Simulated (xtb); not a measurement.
BClBr2, SMILES ClB(Br)Br. All values are semi-empirical tight-binding results from xtb (GFN2-xTB unless named), good for trends rather than for accurate numbers. Geometry optimised at GFN2-xTB.

Computed properties:
The point group as xtb finds it comes out as C2v and the orbital gap comes out as 4.01 eV. The zero-point energy comes out as 3.6 kcal/mol. The G − E(el) at 298.15 K (modified RRHO) is -15.9 kcal/mol and the static polarisability (D4 model) comes out as 67.0 bohr³. The solvation energy, GFN2-xTB/ALPB(water) is -0.1 kcal/mol and the solvation energy, GFN2-xTB/ALPB(ether) comes out as -6.2 kcal/mol.
